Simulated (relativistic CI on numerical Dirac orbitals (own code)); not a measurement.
**Nd⁵⁴⁺: sensitivity of the levels to the model**

Base calculation: Dirac-Coulomb-Breit CI, separate exchange-only KLI orbitals for each configuration, model QED, unscaled Slater integrals.

CI space (outside the closed core 1s2): 2s2.2p2, 2s.2p3, 2p4, 2p3.3s, 2p3.3p, 2p3.3d, 2s2.2p.3s, 2s2.2p.3p, 2s2.2p.3d, 2s.2p2.3s, 2s.2p2.3p, 2s.2p2.3d, 2s2.2p.4s, 2s2.2p.4p, 2s2.2p.4d, 2s2.2p.4f. Levels of other configurations are missing.

The lowest level and the first level of each name with at least 55 % of one term (blank where a level has no safe partner in the second run):

```
       Level  Base (eV)  Shift (eV)
2s2.2p2 3P_0       0.00        0.00
2s2.2p2 3P_1     538.56       +0.08
2s2.2p2 1D_2     555.61       +0.09
2s2.2p2 3P_2    1109.30       +0.08
2s2.2p2 1S_0    1156.24       -0.32
2s.2p3 3D°_3    1312.95       -0.01
2s.2p3 3P°_0    1357.11       -0.25
2s.2p3 1D°_2    1385.15       +0.40
2s.2p3 3P°_1    1388.27       -0.01
    2p4 3P_2    1617.54       +0.19
    2p4 1S_0    1668.34       +0.23
    2p4 3P_1    2167.04       +0.06
    2p4 1D_2    2184.78       +0.28
    2p4 3P_0    2760.05       +0.16
```

At this charge energies of transitions that change n are usually good to better than 1 %, and those within a shell (Δn = 0) to a few per cent.

Question: One thing was changed in a second run, which moved the levels as shown. Which?
A. only the first 3 configurations
B. P86 correlation estimate
C. Breit term removed
D. QED terms removed

Answer: A. Only the first 3 configurations. With fewer configurations the levels that remain lose their mixing partners.

LS names give the leading component of a level, which can be under half, so a name can repeat, a term be missing and a line seem to break the LS rules.
